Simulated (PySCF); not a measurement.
A PySCF script (with the pyscf-properties extension) for the NMR shieldings of `InChI=1S/C8H13P/c1-3-5-9-6-4-8(2)7-9/h3,5,7H,4,6H2,1-2H3/b5-3-`, on a GFN2-xTB geometry:

```python
import basis_set_exchange as bse
import numpy as np
from pyscf import gto, dft
from pyscf.prop import nmr

atoms = """
C     3.224824    0.606570    0.900590
C     2.693661    0.158325   -0.416191
C     1.565502   -0.518816   -0.580915
P     0.493377   -1.052872    0.806168
C    -0.558481    0.437244    0.854177
C    -1.628329    0.390157    0.068000
C    -2.648123    1.470081   -0.081170
C    -1.785524   -0.862007   -0.750401
C    -0.832496   -1.918175   -0.184366
H     3.224093    1.695270    0.957896
H     4.252387    0.268291    1.030554
H     2.609412    0.208630    1.706495
H     3.290507    0.430606   -1.280267
H     1.246503   -0.816238   -1.572699
H    -0.301654    1.272741    1.485613
H    -2.371213    2.351437    0.491639
H    -2.750379    1.748232   -1.129984
H    -3.620532    1.117832    0.263820
H    -2.819428   -1.214593   -0.731369
H    -1.542780   -0.629511   -1.791985
H    -1.365774   -2.575426    0.508313
H    -0.385964   -2.548392   -0.955554
"""
names = dict.fromkeys(["C", "P", "H"], "pcSseg-1")
basis = {el: gto.basis.parse(bse.get_basis(n, elements=[el], fmt="nwchem")) for el, n in names.items()}
mol = gto.M(atom=atoms, basis=basis, charge=0, verbose=0)
mf = dft.RKS(mol, xc="PBE0")
mf.grids.level = 2
mf.grids.alignment = dft.numint.BLKSIZE   # the property module wants whole blocks of grid points
mf.conv_tol = 1e-9
mf.kernel()

calc = nmr.RKS(mf)   # GIAO
C = mf.mo_coeff
Co = C[:, mf.mo_occ > 0]
resp = mf.gen_response(singlet=True, hermi=2)
def vind(x):   # induced exchange potential for any number of trial vectors
    d = np.einsum("pi,xij,qj->xpq", C, 2 * x.reshape(-1, C.shape[1], Co.shape[1]), Co, optimize=True)
    return np.einsum("xpq,pi,qj->xij", resp(d - d.transpose(0, 2, 1)), C, Co, optimize=True).ravel()
mo1, _ = nmr.rhf.solve_mo1(calc, with_cphf=vind)
sigma = calc.kernel(mo1)
for i, s in enumerate(sigma):   # ppm
    w = np.linalg.eigvalsh((s + s.T) / 2)
    print("%2d %-2s iso %8.1f  s11 %8.1f  s22 %8.1f  s33 %8.1f" % (i, mol.atom_pure_symbol(i), w.mean(), *w))
```

Question: What are the results?

Answer: 
```
 0 C  iso    166.4  s11    152.3  s22    163.3  s33    183.6
 1 C  iso     43.1  s11    -74.0  s22     44.7  s33    158.6
 2 C  iso     48.4  s11    -63.0  s22     65.9  s33    142.4
 3 P  iso    351.3  s11    289.9  s22    351.9  s33    412.2
 4 C  iso     54.9  s11    -42.0  s22     73.6  s33    133.1
 5 C  iso     29.6  s11    -76.9  s22     34.2  s33    131.4
 6 C  iso    164.7  s11    149.7  s22    156.4  s33    187.9
 7 C  iso    145.1  s11    112.7  s22    147.9  s33    174.6
 8 C  iso    158.3  s11    136.8  s22    164.4  s33    173.6
 9 H  iso     30.0  s11     26.5  s22     27.8  s33     35.8
10 H  iso     30.0  s11     26.2  s22     27.1  s33     36.7
11 H  iso     28.9  s11     24.0  s22     29.9  s33     32.9
12 H  iso     25.4  s11     23.0  s22     24.7  s33     28.6
13 H  iso     25.5  s11     22.7  s22     23.2  s33     30.5
14 H  iso     25.8  s11     23.9  s22     25.0  s33     28.5
15 H  iso     29.6  s11     24.9  s22     28.8  s33     34.9
16 H  iso     29.9  s11     25.9  s22     28.2  s33     35.7
17 H  iso     29.8  s11     25.6  s22     27.8  s33     36.0
18 H  iso     29.4  s11     24.2  s22     28.7  s33     35.1
19 H  iso     28.9  s11     24.9  s22     27.8  s33     34.0
20 H  iso     29.5  s11     23.8  s22     28.0  s33     36.7
21 H  iso     30.0  s11     26.0  s22     27.6  s33     36.3
```

These numbers come from an equivalent density-fitted implementation of the same equations, which agrees with the script to about 0.01 ppm for H and up to a few tenths of a ppm for heavy atoms, so last digits may differ.

Size and cost of the density-fitted run: 225 basis functions, of the order of 2.2 core-minutes.
